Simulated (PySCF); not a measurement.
**Correlation energy of B⁺ (boron, charge +1)**

[He] 2s2, closed-shell 1S. Computed with PySCF 2.14 in dyall-av3z (15s9p3d2f, 71 functions), with scalar relativity by spin-free X2C-1e. Frozen: 1s2; 2 electrons correlated; the 13 highest virtual orbitals of each spin left out.

With two correlated electrons CCSD is exact within the correlated space (frozen core and kept virtual orbitals).

```
level  correlation energy (mhartree)
 CCSD                         -61.00
```

Diagnostics: T1 = 0.013, D1 = 0.0183, largest double amplitude 0.149.

Cost of the coupled-cluster step: of the order of 1.9 core-seconds, for 2 correlated electrons.
